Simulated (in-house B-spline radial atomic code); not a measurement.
Results of a calculation; reference values are marked as such.
Weak and strong correlation along the adiabatic connection

Two-electron singlets in several external potentials (atomic units), by full CI in B-splines with partial waves to l = 8 (correlation energies up to 0.6 % small). The repulsion is scaled by λ at fixed density; W(λ) is the mean repulsion less the Hartree energy, W(0) = E_x, and the area under W from 0 to 1 is E_xc.

One system gave this curve:

| λ | W (hartree) |
| --- | --- |
| 0 | -0.28449 |
| 0.02 | -0.28685 |
| 0.05 | -0.29024 |
| 0.12 | -0.29745 |
| 0.25 | -0.30865 |
| 0.4 | -0.31881 |
| 0.6 | -0.32907 |
| 0.8 | -0.33677 |
| 1 | -0.34272 |
| 1.4 | -0.35132 |
| 2 | -0.3596 |
| 3 | -0.36775 |
| 4.5 | -0.3746 |
| 7 | -0.38083 |
| 10 | -0.38509 |

Task: Which system is it?
A. ω²r²/2 − Z/r, ω = 0.0243, Z = 1.5
B. empty sphere, radius 5.81 bohr
C. −Z/r, Z = 0.501, wall at 1.15 bohr
D. −Z/r, Z = 7.72, wall at 3.65 bohr

Result: B. The exchange energy sets the size: empty sphere, radius 5.81 bohr: E_x = -0.284, E_c = -0.0364; −Z/r, Z = 7.72, wall at 3.65 bohr: E_x = -4.6, E_c = -0.0452; −Z/r, Z = 0.501, wall at 1.15 bohr: E_x = -1.58, E_c = -0.0485; ω²r²/2 − Z/r, ω = 0.0243, Z = 1.5: E_x = -0.711, E_c = -0.0409 hartree.
